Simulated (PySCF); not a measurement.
C2HF4, SMILES F[CH]C(F)(F)F, multiplicity 2.

Geometry: B3LYP-D3(BJ)/def2-SVP. The isomer is the one that the SMILES or the coordinates give; other isomers of the formula were not compared.

Level of theory: TDA-PBE/def2-SVPD (PySCF).

Vertical excitations. The molecule is in vacuum.

```tsv
state	energy (eV)	λ (nm)	f	main pairs
root 1	5.35	232	0.001	β HOMO→LUMO 99 %
root 2	5.84	212	0.011	α HOMO→LUMO 99 %
root 3	6.09	204	0.002	β HOMO−1→LUMO 100 %
root 4	6.43	193	0.005	α HOMO→LUMO+1 98 %
root 5	6.67	186	0.008	β HOMO−2→LUMO 61 %, β HOMO−3→LUMO 37 %
root 6	6.68	186	0.007	β HOMO−3→LUMO 62 %, β HOMO−2→LUMO 37 %
root 7	6.94	179	0.001	α HOMO→LUMO+2 83 %, β HOMO−4→LUMO 16 %
root 8	7.21	172	0.004	α HOMO→LUMO+2 16 %, β HOMO−4→LUMO 79 %
root 9	7.68	161	0.001	β HOMO−5→LUMO 79 %, β HOMO−6→LUMO 16 %
root 10	7.71	161	0.003	β HOMO−6→LUMO 83 %, β HOMO−5→LUMO 14 %
```
Unrestricted roots are not spin-pure.
